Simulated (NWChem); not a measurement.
System: GeHCl, singlet; SMILES [Cl][GeH]

NWChem printed, in part:

```
             Northwest Computational Chemistry Package (NWChem) 7.3.0
             --------------------------------------------------------

 CS  symmetry detected

                             Geometry "geometry" -> ""
                             -------------------------

 Output coordinates in angstroms (scale by  1.889725989 to convert to a.u.)

  No.       Tag          Charge          X              Y              Z
 ---- ---------------- ---------- -------------- -------------- --------------
    1 Ge                  32.0000    -0.04048364    -0.73929435     0.00000000
    2 H                    1.0000     1.55586532    -0.86047960     0.00000000
    3 Cl                  17.0000    -0.01531698     1.44222934     0.00000000

 Effective nuclear repulsion energy (a.u.)     145.7549517625

      Symmetry information
      --------------------

 Group name             Cs
 Group number              2
 Group order               2
 No. of unique centers     3

                                 NWChem DFT Module
                                 -----------------

 Summary of "ao basis" -> "ao basis" (spherical)
 ------------------------------------------------------------------------------
       Tag                 Description            Shells   Functions and Types
 ---------------- ------------------------------  ------  ---------------------
 Ge                          6-31g*                 12       32   5s4p3d
 H                           6-31g*                  2        2   2s
 Cl                          6-31g*                  8       18   4s3p1d

      Symmetry analysis of basis
      --------------------------

        a'         37
        a"         15

            General Information
            -------------------
          SCF calculation type: DFT
          Wavefunction type:  closed shell.
          No. of atoms     :     3
          No. of electrons :    50
           Alpha electrons :    25
            Beta electrons :    25
          Charge           :     0
          Spin multiplicity:     1
          Use of symmetry is: on ; symmetry adaption is: on
          Maximum number of iterations: 150
          AO basis - number of functions:    52
                     number of shells:    22
          Convergence on energy requested:  1.00D-06
          Convergence on density requested:  1.00D-05
          Convergence on gradient requested:  5.00D-04

              XC Information
              --------------
                         B3LYP Method XC Potential
                     Hartree-Fock (Exact) Exchange  0.200
                        Slater Exchange Functional  0.800 local
                    Becke 1988 Exchange Functional  0.720 non-local
              Lee-Yang-Parr Correlation Functional  0.810
                  VWN I RPA Correlation Functional  0.190 local

             Grid Information
             ----------------
          Grid used for XC integration:  medium
          Radial quadrature: Mura-Knowles
          Angular quadrature: Lebedev.
          Tag              B.-S. Rad. Rad. Pts. Rad. Cut. Ang. Pts.
          ---              ---------- --------- --------- ---------
          Ge                  1.25      112           8.0       590
          H                   0.35       45           8.0       434
          Cl                  1.00       88           9.0       590
          Grid pruning is: on
          Number of quadrature shells:   245
          Spatial weights used:  Erf1

      Superposition of Atomic Density Guess
      -------------------------------------

 Sum of atomic energies:       -2534.97025173

      Non-variational initial energy
      ------------------------------

 Total energy =   -2535.088990
 1-e energy   =   -3820.291789
 2-e energy   =    1139.447847
 HOMO         =      -0.239557
 LUMO         =      -0.066542

      Symmetry analysis of molecular orbitals - initial
      -------------------------------------------------

  Numbering of irreducible representations:

     1 a'          2 a"

  Orbital symmetries:

     1 a'          2 a'          3 a'          4 a'          5 a'
     6 a"          7 a'          8 a'          9 a'         10 a"
    11 a'         12 a'         13 a'         14 a"         15 a'
    16 a'         17 a'         18 a"         19 a"         20 a'
    21 a'         22 a'         23 a"         24 a'         25 a'
    26 a"         27 a'         28 a'         29 a'         30 a'
    31 a"         32 a'         33 a'         34 a'         35 a"

     ---------------------------------------------
      Total Density - Mulliken Population Analysis
     ---------------------------------------------

    Atom       Charge   Shell Charges
 -----------   ------   -------------------------------------------------------
    1 Ge  32    31.39   2.00  2.00  6.00  2.00  5.99  1.51  1.09  0.39  0.32  6.89  2.96  0.24
    2 H    1     1.13   0.48  0.66
    3 Cl  17    17.48   2.00  2.00  5.98  1.39  3.74  0.56  1.80  0.01

   convergence    iter        energy       DeltaE   RMS-Dens  Diis-err
 ---------------- ----- ----------------- --------- --------- ---------
 d= 0,ls=0.0,diis     1  -2537.5343703272 -2.68D+03  2.22D-02  2.30D-01
 d= 0,ls=0.0,diis     2  -2537.5107481505  2.36D-02  1.36D-02  3.22D-01
 d= 0,ls=0.0,diis     3  -2537.5690570073 -5.83D-02  2.86D-03  2.76D-02
 d= 0,ls=0.0,diis     4  -2537.5727091724 -3.65D-03  4.16D-04  1.81D-03
 d= 0,ls=0.0,diis     5  -2537.5728323670 -1.23D-04  1.26D-04  3.17D-05
  Resetting Diis
 d= 0,ls=0.0,diis     6  -2537.5728346639 -2.30D-06  3.35D-05  3.51D-06
 d= 0,ls=0.0,diis     7  -2537.5728350032 -3.39D-07  1.59D-05  1.54D-07
 d= 0,ls=0.0,diis     8  -2537.5728350000  3.15D-09  9.48D-06  1.74D-07

         Total DFT energy =    -2537.572835000003
      One electron energy =    -3820.077841712690
           Coulomb energy =     1244.436100091853
    Exchange-Corr. energy =     -107.686045141688
 Nuclear repulsion energy =      145.754951762522

[...]
```

Level: B3LYP/6-31G* (spherical d). Low-valent species are run as closed-shell singlets; no triplet was tried in these runs. The geometry was optimised at PBE0-D3(BJ)/def2-TZVP.

**Question.** Write an input that gives this output.

**Answer.** One answer among several that fit: the input that was run:
```
start job
memory heap 200 mb stack 900 mb global 1100 mb
geometry units angstroms noautoz
  Ge    -0.017290    -0.756268     0.000000
  H      1.579635    -0.869610     0.000000
  Cl    -0.002840     1.425353     0.000000
end
basis spherical
  * library 6-31g*
end
dft
  xc b3lyp
  iterations 150
  mulliken
end
task dft energy
```
